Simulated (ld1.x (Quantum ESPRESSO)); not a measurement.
Reading a pseudo-wave (rhodium)

Columns: radius, all-electron u(r) and pseudo u(r) of the 4d shell (level -13.49 eV) of rhodium in the configuration [Ar] 3d10 4s2 4p6 4d8 5s0 5p0; revPBE, scalar-relativistic, RRKJ scheme, ld1.x (Quantum ESPRESSO) 7.5.

```
r (bohr)  all-electron   pseudo
   0.085        0.1350  -0.0023
   0.170        0.3584  -0.0175
   0.255        0.4110  -0.0558
   0.340        0.2994  -0.1222
   0.425        0.1019  -0.2152
   0.510       -0.1180  -0.3276
   0.595       -0.3229  -0.4481
   0.680       -0.4957  -0.5643
   0.765       -0.6311  -0.6660
   0.850       -0.7297  -0.7462
   0.935       -0.7955  -0.8028
   1.020       -0.8339  -0.8369
   1.105       -0.8506  -0.8516
   1.190       -0.8507  -0.8510
   1.275       -0.8386  -0.8386
   1.360       -0.8177  -0.8177
   1.445       -0.7907  -0.7907
   1.530       -0.7598  -0.7598
   1.615       -0.7264  -0.7264
   1.700       -0.6917  -0.6917
   1.785       -0.6566  -0.6566
   1.870       -0.6217  -0.6217
   1.955       -0.5874  -0.5874
   2.040       -0.5540  -0.5540
   2.125       -0.5218  -0.5218
   2.210       -0.4908  -0.4908
```

Q: How many radial nodes do the two functions have?

A: The all-electron 4d function has n − l − 1 = 1; the pseudo-wave has 0, since the states of the same l below it are removed with the core.

Q: At about which radius was the pseudo-wave matched?

A: 1.40 bohr. The columns agree to 0.0005 from 1.19 bohr on; several derivatives are matched, so the curves merge somewhat inside the radius.

Q: Where does each function peak?

A: Outermost all-electron maximum near 1.19 bohr, pseudo maximum near 1.10 bohr (to the table’s step).

Q: Is the pseudo-wave norm-conserving?

A: Yes: the RRKJ scheme keeps the norm inside the radius equal to the all-electron one, which fixes the energy derivative of the logarithmic derivative at the level.
